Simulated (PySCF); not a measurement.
Level of theory: PBE-D3(BJ)/def2-TZVP // PBE-D3(BJ)/def2-SVP run with PySCF. All species are isolated molecules in the gas phase. Excitations are Tamm–Dancoff values on a coarser integration grid. The basis has no diffuse functions, so Rydberg states are missing or too high.

Reference species (SMILES): `c1ccc2cocc2c1` (neutral, multiplicity 1).

* **T1 excitation (TDA)**: 2.24 eV
* **S1 excitation (TDA)**: 3.70 eV

Changed species: `c1c2c[se]cc2ccc1` (E = [Se]; the reference has E = O).

Problem. Predict the effect on the T1 excitation (TDA) and S1 excitation (TDA).

Solution. the T1 excitation (TDA) drops by 0.17 eV, to 2.07 eV; the S1 excitation (TDA) falls by 0.19 eV, to 3.51 eV.
